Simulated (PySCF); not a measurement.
# Radial density of N (nitrogen, neutral)

TPSSh, [He] 2s2 2p3, high-spin 4S determinant. Calculation: PySCF 2.14, in aug-cc-pCVQZ-DK (9s8p6d4f2g, 109 functions); scalar relativity by spin-free X2C-1e.

```json
{"r (bohr)": "0.00356", "4πr²ρ (e/bohr)": "0.03299", "4πr²(ρα − ρβ)": "0.0000"}
{"r (bohr)": "0.00599", "4πr²ρ (e/bohr)": "0.08854", "4πr²(ρα − ρβ)": "0.0000"}
{"r (bohr)": "0.0101", "4πr²ρ (e/bohr)": "0.2338", "4πr²(ρα − ρβ)": "0.0001"}
{"r (bohr)": "0.0169", "4πr²ρ (e/bohr)": "0.5957", "4πr²(ρα − ρβ)": "0.0002"}
{"r (bohr)": "0.0285", "4πr²ρ (e/bohr)": "1.427", "4πr²(ρα − ρβ)": "0.0005"}
{"r (bohr)": "0.0479", "4πr²ρ (e/bohr)": "3.068", "4πr²(ρα − ρβ)": "0.0018"}
{"r (bohr)": "0.0806", "4πr²ρ (e/bohr)": "5.512", "4πr²(ρα − ρβ)": "0.0082"}
{"r (bohr)": "0.136", "4πr²ρ (e/bohr)": "7.350", "4πr²(ρα − ρβ)": "0.0437"}
{"r (bohr)": "0.228", "4πr²ρ (e/bohr)": "6.070", "4πr²(ρα − ρβ)": "0.1989"}
{"r (bohr)": "0.383", "4πr²ρ (e/bohr)": "2.883", "4πr²(ρα − ρβ)": "0.6989"}
{"r (bohr)": "0.645", "4πr²ρ (e/bohr)": "2.677", "4πr²(ρα − ρβ)": "1.5883"}
{"r (bohr)": "1.08", "4πr²ρ (e/bohr)": "3.441", "4πr²(ρα − ρβ)": "1.9168"}
{"r (bohr)": "1.82", "4πr²ρ (e/bohr)": "1.682", "4πr²(ρα − ρβ)": "0.9751"}
{"r (bohr)": "3.07", "4πr²ρ (e/bohr)": "0.2415", "4πr²(ρα − ρβ)": "0.1664"}
{"r (bohr)": "5.16", "4πr²ρ (e/bohr)": "0.007876", "4πr²(ρα − ρβ)": "0.0068"}
{"r (bohr)": "8.68", "4πr²ρ (e/bohr)": "4.473e-05", "4πr²(ρα − ρβ)": "0.0000"}
```

Densities and radii are taken from the X2C orbitals without a picture-change correction, which distorts them close to the nucleus.
